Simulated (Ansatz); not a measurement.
Gas-phase electronic energies from Ansatz, PBE0-D4/def2-TZVP geometries. CBS: MP2 limit from def2 TZ/QZ plus the TZ coupled-cluster correction, frozen cores. This one scheme is used for every species. DFT in def2-TZVPP. B3LYP here is the variant with VWN-RPA as its local correlation; programs differ in this. For Se outer-core shells are correlated without core-valence functions, which leaves a few kJ/mol of doubt a bond. Scalar relativity is left out up to krypton. Each species was taken in one conformer, which may not be the lowest.

Reaction (silylene loss): `[SiH3][Se]BCl` → `ClB[SeH]` + `[SiH2]`

**Question.** Is it downhill or uphill in electronic energy at CCSD(T)/CBS, and by how much? (An estimate is asked.)

**Answer.** Ansatz gave: Uphill: ΔE = +294.5 kJ/mol.

**Question.** What do these levels give: PBE-D4, r2SCAN-D4, PBE0-D4, ωB97M-V, r2SCAN, PBE0, B3LYP, HF/def2-TZVPP, MP2/def2-TZVPP, CCSD/def2-TZVPP, CCSD(T)/def2-TZVPP, CCSD/CBS(def2)? (Estimate.)

**Answer.** Ansatz gave: PBE-D4 296.2, r2SCAN-D4 312.5, PBE0-D4 305.7, ωB97M-V 286.6, r2SCAN 310.5, PBE0 298.3, B3LYP 272.8, HF/def2-TZVPP 273.5, MP2/def2-TZVPP 309.3, CCSD/def2-TZVPP 279.2, CCSD(T)/def2-TZVPP 284.3, CCSD/CBS(def2) 289.4 kJ/mol.

Largest T1 diagnostic among the species: 0.014.

The D4 term adds +13.6 kJ/mol with B3LYP and +7.3 kJ/mol with PBE0; it sums over pairs of atoms, weighted by their polarisabilities, and B3LYP, whose exchange is more repulsive, gets the larger term. In def2-TZVPP, CCSD(T) changes the Hartree–Fock value by +10.8 kJ/mol (the triples alone add +5.1 kJ/mol) and MP2 by +35.7 kJ/mol. From PBE to PBE0 (25 % exact exchange), in def2-TZVPP and without D4, ΔE moves by +10.5 kJ/mol.
